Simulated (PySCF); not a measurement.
**Correlation energy of F⁺ (fluorine, charge +1)**

[He] 2s2 2p3 3s1, high-spin 5S determinant (an excited configuration). Calculation: PySCF 2.14, in aug-cc-pwCVTZ (7s6p4d2f, 59 functions); the non-relativistic Hamiltonian (point nucleus). Frozen: nothing; 8 electrons correlated.

```csv
level,correlation energy (mhartree)
CCSD,-183.92
(T),-2.14
CCSD(T),-186.06
```

Diagnostics: T1 = 0.0046, D1 = 0.0159, largest double amplitude 0.034.

The outer electron is Rydberg-like, and this basis confines it to a smaller radius and binds it less than a complete one would.

Cost of the coupled-cluster step: about 4 core-seconds, for 8 correlated electrons.

Iterations:

```
CC2 = 0
CCSD nocc = (np.int64(6), np.int64(2)), nmo = (59, 59)
frozen orbitals [[], []]
max_cycle = 100
direct = 0
conv_tol = 1e-08
conv_tol_normt = 1e-06
diis_space = 8
diis_start_cycle = 0
Init t2, MP2 energy = -0.167636871975013
Init E_corr(UCCSD) = -0.16763687198015
cycle = 1  E_corr(UCCSD) = -0.180644740508851  dE = -0.0130078685  norm(t1,t2) = 0.0252533
cycle = 2  E_corr(UCCSD) = -0.182940888903062  dE = -0.00229614839  norm(t1,t2) = 0.00904716
cycle = 3  E_corr(UCCSD) = -0.18399350335297  dE = -0.00105261445  norm(t1,t2) = 0.0038705
cycle = 4  E_corr(UCCSD) = -0.18391705775452  dE = 7.64455984e-05  norm(t1,t2) = 0.000554306
cycle = 5  E_corr(UCCSD) = -0.183924982083495  dE = -7.92432897e-06  norm(t1,t2) = 8.5939e-05
cycle = 6  E_corr(UCCSD) = -0.183924953436292  dE = 2.86472026e-08  norm(t1,t2) = 1.27016e-05
cycle = 7  E_corr(UCCSD) = -0.183924809639116  dE = 1.43797177e-07  norm(t1,t2) = 2.67919e-06
cycle = 8  E_corr(UCCSD) = -0.183924844867519  dE = -3.5228403e-08  norm(t1,t2) = 4.69811e-07
cycle = 9  E_corr(UCCSD) = -0.183924842905355  dE = 1.96216332e-09  norm(t1,t2) = 5.52738e-08
UCCSD converged
E(UCCSD) = -98.25352999088925  E_corr = -0.1839248429053552
UCCSD(T) correction = -0.00213971928368963
```
